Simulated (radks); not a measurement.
Values are calculated unless marked as measured or tabulated.
Species: Dy XV. Configuration: [Kr] 4d10 4f4 5s2. Level of theory: Dirac Kohn-Sham, LDA (Slater exchange, Perdew-Wang correlation), spin-unpolarised, spherical densities, point nucleus; open shells fill j = l - 1/2 first (a radial shooting solver on a logarithmic mesh with Libxc functionals).

Normalised radial functions P(r) = r R(r) (large component), r in bohr:

```
   r/bohr * 4p3/2, o 4d5/2, + 5p1/2 (the largest magnitude, 1.5, reaches the edge; | marks zero, & curves that meet)
0.0007593                             &
0.0009887                             &
 0.001298                             &
  0.00169                             &
 0.002218                             &
 0.002888                             &
 0.003791                             &
 0.004936                             o&
 0.006428                             o&
 0.008437                             o+*
  0.01099                             o +*
  0.01442                             o  +*
  0.01878                             o   + *
  0.02465                             |o   +  *
  0.03209                             | o  +    *
  0.04179                             |  o  +    *
  0.05485                             |    +o    *
  0.07142                             |  +   * o
  0.09375                            +*           o
   0.1221                    *  +     |              o
   0.1602             *       +       |              o
   0.2086               *       +     |        o
   0.2717                          o* | +
   0.3566            o                |          +   *
   0.4643    o                        |          +               *
   0.6095    o                        |+                        *
   0.7936            o   +            |               *
    1.042        +            o       |     *
    1.356            +             o  | *
    1.766                     +       &
    2.318                           + &
    3.019                             &
```

4p3/2: eigenvalue -575.86 eV, 2 radial nodes at r = 0.0941, 0.282 bohr, <r> = 0.556 bohr, 90 % of the charge inside 0.804 bohr. 4d5/2: eigenvalue -442.92 eV, 1 radial node at r = 0.257 bohr, <r> = 0.583 bohr, 90 % of the charge inside 0.865 bohr. 5p1/2 (empty): eigenvalue -262.20 eV, 3 radial nodes at r = 0.0861, 0.254, 0.620 bohr, <r> = 1.11 bohr, 90 % of the charge inside 1.56 bohr.
